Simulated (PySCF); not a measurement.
**Radial density of K²⁺ (potassium, charge +2)**

UHF, [Ne] 3s2 3p5, 2P determinant. Calculation: PySCF 2.14, in Sapporo-DKH3-DZP-2012; the spin-free X2C one-electron Hamiltonian (Gaussian nucleus).

```json
{"r (bohr)": "0.00113", "4πr²ρ (e/bohr)": "0.09220", "4πr²(ρα − ρβ)": "0.0000"}
{"r (bohr)": "0.00190", "4πr²ρ (e/bohr)": "0.2367", "4πr²(ρα − ρβ)": "0.0000"}
{"r (bohr)": "0.00319", "4πr²ρ (e/bohr)": "0.6060", "4πr²(ρα − ρβ)": "0.0000"}
{"r (bohr)": "0.00536", "4πr²ρ (e/bohr)": "1.512", "4πr²(ρα − ρβ)": "0.0001"}
{"r (bohr)": "0.00902", "4πr²ρ (e/bohr)": "3.576", "4πr²(ρα − ρβ)": "0.0002"}
{"r (bohr)": "0.0152", "4πr²ρ (e/bohr)": "7.781", "4πr²(ρα − ρβ)": "0.0007"}
{"r (bohr)": "0.0255", "4πr²ρ (e/bohr)": "14.58", "4πr²(ρα − ρβ)": "0.0022"}
{"r (bohr)": "0.0429", "4πr²ρ (e/bohr)": "21.18", "4πr²(ρα − ρβ)": "0.0090"}
{"r (bohr)": "0.0722", "4πr²ρ (e/bohr)": "20.97", "4πr²(ρα − ρβ)": "0.0378"}
{"r (bohr)": "0.121", "4πr²ρ (e/bohr)": "15.83", "4πr²(ρα − ρβ)": "0.1209"}
{"r (bohr)": "0.204", "4πr²ρ (e/bohr)": "20.21", "4πr²(ρα − ρβ)": "0.2113"}
{"r (bohr)": "0.344", "4πr²ρ (e/bohr)": "20.45", "4πr²(ρα − ρβ)": "0.0790"}
{"r (bohr)": "0.578", "4πr²ρ (e/bohr)": "6.827", "4πr²(ρα − ρβ)": "0.1094"}
{"r (bohr)": "0.972", "4πr²ρ (e/bohr)": "6.147", "4πr²(ρα − ρβ)": "0.8226"}
{"r (bohr)": "1.64", "4πr²ρ (e/bohr)": "3.624", "4πr²(ρα − ρβ)": "0.5304"}
{"r (bohr)": "2.75", "4πr²ρ (e/bohr)": "0.2821", "4πr²(ρα − ρβ)": "0.0367"}
{"r (bohr)": "4.63", "4πr²ρ (e/bohr)": "0.001652", "4πr²(ρα − ρβ)": "0.0002"}
```

Densities and radii are taken from the X2C orbitals without a picture-change correction, which distorts them close to the nucleus.
